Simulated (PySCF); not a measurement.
SMILES Cl[Si]([CH2])(Cl)C, doublet (B3LYP/def2-SVP optimised geometry):

```
10

C     -1.281    -1.795    -1.553
Si    -0.706    -0.987     0.000
C     -1.291    -1.805     1.575
Cl    -1.380     0.987     0.000
Cl     1.380    -0.987     0.000
H     -0.715    -2.599    -2.035
H     -2.207    -1.497    -2.057
H     -2.392    -1.809     1.618
H     -0.909    -1.263     2.454
H     -0.933    -2.846     1.622
```

Computed with unrestricted B3LYP/def2-TZVP (PySCF).

Question: What are the frontier orbital energies (α orbitals alone; a β orbital can be the lowest empty one) and the dipole moment?

Answer: HOMO-2 -8.72 eV, HOMO-1 -8.61 eV, HOMO -7.18 eV, LUMO 0.47 eV, LUMO+1 0.71 eV; dipole moment 2.37 D.

On the same geometry unrestricted PBE/def2-TZVP in PySCF 2.14.0 gives HOMO-2 -7.60 eV, HOMO-1 -7.49 eV, HOMO -6.14 eV, LUMO -0.26 eV, LUMO+1 -0.07 eV; dipole moment 2.31 D.

Meta-Löwdin charges at B3LYP/def2-TZVP: C1 -0.48, Si2 1.00, C3 -0.60, Cl4 -0.31, Cl5 -0.31, H6 0.14, H7 0.14, H8 0.13, H9 0.14, H10 0.13.
